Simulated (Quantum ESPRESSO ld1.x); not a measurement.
Results of a calculation; reference values are marked as such.
Excited configurations of neutral dysprosium: one electron is placed in a higher orbital outside [Xe] 4f10 6s1. The ground configuration is [Xe] 4f10 6s2. Level of theory: scalar-relativistic Kohn-Sham, LDA (Slater exchange, Perdew-Wang correlation), spin-polarised, spherical densities, point nucleus; open shells are filled with parallel spins first (ld1.x of Quantum ESPRESSO 7.5). Excitation = E - E(ground); binding = E(ion) - E, where the ion is the core of charge +1; n* = 1/sqrt(2 binding) in atomic units, and the quantum defect is n - n*.

outer orbital  excitation (eV)  binding (eV)     n*  quantum defect  eigenvalue (eV)  <r> (bohr)
5d                       2.050         4.133  1.814           3.186           -1.257       3.633
5f                       5.228         0.955  3.774           1.226           -0.455       16.34
6p                       2.259         3.924  1.862           4.138           -2.084       5.385
6d                       4.631         1.552  2.961           3.039           -0.777       11.07
6f                       5.517         0.666  4.521           1.479           -0.385       27.74
7s                       3.882         2.301  2.432           4.568           -1.402       9.601
7p                       4.515         1.668  2.856           4.144           -0.999       12.46
7d                       5.231         0.952  3.781           3.219           -0.563       20.80
7f                       5.700         0.483  5.308           1.692           -0.302       41.76

The Delta-SCF ionisation energy is 6.183 eV (NIST Atomic Spectra Database: 5.939 eV, measured). Self-interaction in the functional shifts the binding energies and quantum defects, so they are the method's values and not measured ones. Open shells are spherical and high-spin; term and fine-structure splittings are not resolved. Spin-orbit splitting is averaged out at the scalar-relativistic level.
